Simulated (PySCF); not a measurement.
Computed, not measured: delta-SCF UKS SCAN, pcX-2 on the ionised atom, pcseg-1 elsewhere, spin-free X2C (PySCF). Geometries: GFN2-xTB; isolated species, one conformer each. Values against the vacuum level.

(1) Order these sites by rising C 1s binding energy.
A. C4 in `[SiH3:1][c:2]1[cH:3][cH:4][o:5][cH:6]1`
B. C5 in `[O:1]=[C:2]1[CH2:3][CH:4]=[CH:5][SiH2:6]1`
C. C4 in `[OH:1][SiH2:2]/[CH:3]=[CH:4]\[CH2:5][F:6]`

(2) Rank by computed O 1s binding energy, lowest first.
A. Oxygen in `O=C1CC=C[SiH2]1`
B. Oxygen in `[SiH3]c1ccoc1`
C. Oxygen in `O[SiH2]/C=C\CF`

## Answers

(1) B (290.04 eV), C (290.85 eV), A (291.58 eV).

From the lowest up, the atoms are bonded to: C (double bond), H and Si (290.04); C (double bond), C and H (290.85); O (aromatic in the SMILES), C (aromatic in the SMILES) and H (291.58).

(2) A (537.80 eV), C (538.16 eV), B (540.06 eV).

From the lowest up, the atoms are bonded to: C (double bond) (537.80); H and Si (538.16); 2 C (aromatic in the SMILES) (540.06).
